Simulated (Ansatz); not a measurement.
Basis-set extrapolation for CHF2NSi (`FC1=N[SiH]1F`) (PBE0-D4/def2-TZVP geometry, frozen core, Ansatz). Multiplicity 1, RHF reference.

```json
{"": "HF", "def2-TZVPP": "-580.858526", "def2-QZVPP": "-580.881182"}
{"": "MP2 correlation", "def2-TZVPP": "-0.948590", "def2-QZVPP": "-1.029352"}
{"": "CCSD(T) correlation", "def2-TZVPP": "-0.995859", "def2-QZVPP": "not run"}
```

Energies in hartree. Use E(X) = E(∞) + A·exp(−7.88·√X) for Hartree–Fock and E(X) = E(∞) + B·X^(−2.97) for correlation, with X = 3 and 4, and add CCSD(T) minus MP2 of the smaller set to the MP2 limit.

Problem. What is the CCSD(T) energy at the basis-set limit?

Solution. HF limit: -580.881182 + (-0.022656) × 0.13774 = -580.88430. MP2 limit: -1.029352 + (-0.080762) × 0.74074 = -1.08918. Higher-order term: -0.995859 − (-0.948590) = -0.04727. Total: -582.02075 hartree, 436.8 kJ/mol below CCSD(T)/def2-TZVPP.
